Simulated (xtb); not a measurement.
H$_{2}$O$_{3}$P (SMILES O=[P](O)O), doublet, geometry from GFN2-xTB; GFN2-xTB with GBSA(methanol) in xtb.

Here is a job for xtb.
```
$ xtb mol.xyz --gfn 2 --uhf 1 --gbsa methanol --json

# file mol.xyz
6

O      1.42718126    -0.12789257     0.47029264
P      0.19930598     0.02167539    -0.31483825
O     -0.89924470    -1.16220641     0.03202880
O     -0.64801295     1.33248531     0.10149128
H     -0.49333564    -2.02094205     0.15200512
H     -1.53564299     1.35672076    -0.25993305
```

It wrote (shortened):

```
   ID    Z sym.   atoms
    1    8 O      1, 3, 4
    2   15 P      2
    3    1 H      5, 6

           -------------------------------------------------
          |                Calculation Setup                |
           -------------------------------------------------

           -------------------------------------------------
          |                 G F N 2 - x T B                 |
           -------------------------------------------------

      * Solvation model:               GBSA
        Solvent                        methanol
        Parameter file                 internal GFN2-xTB/GBSA
        Dielectric constant                3.2700E+01
        Reference state                gsolv [1 M gas/solution]
        Free energy shift                  3.3569E-03 Eh       2.1065E+00 kcal/mol
        Temperature                        2.9815E+02 K
        Density                            7.9200E-01 kg/L
        Solvent mass                       3.2040E+01 g/mol
        Interaction kernel             Still
        Born radius scaling (c1)           1.6087E+00
        Born radii integrator          GBOBC
        Born offset                        5.6550E-04 a0       1.0686E-03 AA
        H-bond correction              true
        Ion screening                  false
        Surface tension                    1.0000E-05 Eh       1.5569E+01 dyn/cm
        Grid points                               230 per atom

          ...................................................
          :                      SETUP                      :
          :.................................................:
          :  # basis functions                  24          :
          :  # atomic orbitals                  23          :
          :  # shells                           11          :
          :  # electrons                        25          :
          :  max. iterations                   250          :
          :  Hamiltonian                  GFN2-xTB          :
          :  restarted?                      false          :
          :  GBSA solvation                   true          :
          :  PC potential                    false          :
          :  electronic temp.          300.0000000     K    :
          :  accuracy                    1.0000000          :
          :  -> integral cutoff          0.2500000E+02      :
          :  -> integral neglect         0.1000000E-07      :
[...]
         :: total energy             -15.796825283267 Eh    ::
[...]
      -------------------------------------------------------------
                  HL-Gap            0.2605246 Eh            7.0892 eV
             Fermi-level           -0.3365950 Eh           -9.1592 eV

     #   Z          covCN         q      C6AA      α(0)
     1   8 O        0.808    -0.428    22.279     6.327
     2  15 P        2.509     0.433   147.582    22.193
     3   8 O        1.613    -0.417    21.201     6.215
     4   8 O        1.613    -0.393    20.745     6.147
     5   1 H        0.844     0.392     0.496     1.104
     6   1 H        0.853     0.414     0.455     1.056

 Mol. C6AA /au·bohr⁶  :        734.157510
 Mol. C8AA /au·bohr⁸  :      24275.033485
 Mol. α(0) /au        :         43.042544

Wiberg/Mayer (AO) data.
largest (>0.10) Wiberg bond orders for each atom

 ---------------------------------------------------------------------------
     #   Z sym  total        # sym  WBO       # sym  WBO       # sym  WBO
 ---------------------------------------------------------------------------
     1   8 O    2.149 --     2 P    1.949     3 O    0.107
     2  15 P    4.583 --     1 O    1.949     4 O    1.344     3 O    1.261
     3   8 O    2.238 --     2 P    1.261     5 H    0.819     1 O    0.107
     4   8 O    2.283 --     2 P    1.344     6 H    0.801
     5   1 H    0.847 --     3 O    0.819
     6   1 H    0.828 --     4 O    0.801
 ---------------------------------------------------------------------------

Topologies differ in total number of bonds
Writing topology from bond orders to xtbtopo.mol

molecular dipole:
                 x           y           z       tot (Debye)
 q only:       -1.370      -0.388      -0.830
   full:       -1.446      -0.468      -0.781       4.342
molecular quadrupole (traceless):
                xx          xy          yy          xz          yz          zz
 q only:       -2.938      -2.617       4.451      -0.754      -1.507      -1.513
  q+dip:       -3.504      -3.083       4.743      -0.560      -1.875      -1.239
   full:       -3.754      -3.057       5.140      -0.818      -1.891      -1.386

           -------------------------------------------------
          | TOTAL ENERGY              -15.796825283267 Eh   |
          | GRADIENT NORM               0.025834091380 Eh/α |
          | HOMO-LUMO GAP               7.089234169347 eV   |
           -------------------------------------------------

normal termination of xtb
```
